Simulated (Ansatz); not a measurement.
Geometry optimisation, RKS revPBE-D4/STO-3G (Ansatz 0.2.0).

input.yaml

```yaml
crystal:
  periodic: [false, false, false]
  atoms:
    - { symbol: C, position_ang: [-1.0441, 1.5886, 0.8963] }
    - { symbol: Si, position_ang: [0.6548, 0.9872, 0.9305] }
    - { symbol: B, position_ang: [0.6081, -0.9297, 0.6225] }
    - { symbol: O, position_ang: [1.4373, -1.5023, -0.4988] }
    - { symbol: Si, position_ang: [0.2071, -1.6783, -1.7767] }
    - { symbol: H, position_ang: [-1.5427, 1.4233, -0.1054] }
    - { symbol: H, position_ang: [-1.0601, 2.733, 1.0503] }
    - { symbol: H, position_ang: [-1.6494, 1.1617, 1.6761] }
    - { symbol: H, position_ang: [1.263, 1.3002, 2.283] }
    - { symbol: H, position_ang: [1.4451, 1.6387, -0.1069] }
    - { symbol: H, position_ang: [0.0896, -1.6342, 1.4382] }
    - { symbol: H, position_ang: [-0.8739, -2.5467, -1.318] }
    - { symbol: H, position_ang: [-0.3785, -0.3227, -2.1414] }
    - { symbol: H, position_ang: [0.8307, -2.2481, -2.9209] }
basis:
  gaussian: { orbitals: STO-3G }
hamiltonian:
  xc: revpbe
  dispersion: d4
relax:
  f_tol: 0.02
  max_steps: 40
```

Command:

```bash
$ ansatz run input.yaml --threads 1 --pin off --max-ram 2048MiB --backend cpu --events-out ev --progress --plain --runs-dir out
```

Where does it end, and by what steps?

The forces met the threshold. Limits of this set-up: minimal basis. After 15 steps the energy has fallen by 1.478 eV; H13 moved furthest, 1.87 Å.

```csv
step,energy less start (eV),largest force component (eV/Å),accepted
0,0.0000,3.331,yes
1,-0.4737,2.228,yes
2,-0.6866,1.064,yes
3,-0.8205,0.785,yes
4,-0.9737,0.570,yes
5,-1.1066,0.526,yes
6,-1.2069,0.588,yes
7,-1.3015,0.418,yes
8,-1.3538,0.399,yes
9,-1.4054,0.312,yes
10,-1.4397,0.362,yes
11,-1.4730,0.070,yes
12,-1.4682,0.300,no
13,-1.4762,0.023,yes
14,-1.4777,0.032,yes
15,-1.4779,0.020,yes
```

```xyz
14
Properties=species:S:1:pos:R:3
C -0.959 2.097 1.319
Si 0.633 1.101 1.057
B 0.257 -0.623 0.153
O 0.582 -0.757 -1.156
Si 0.261 -2.240 -2.035
H -1.436 2.354 0.356
H -0.757 3.044 1.852
H -1.695 1.528 1.914
H 1.227 0.878 2.374
H 1.565 1.945 0.314
H -0.256 -1.517 0.753
H -0.260 -3.288 -1.161
H -0.704 -1.907 -3.077
H 1.528 -2.643 -2.634
```

The run took 54 s on 1 thread of Arm Neoverse V1, on a shared host, peak memory 0.15 GiB.
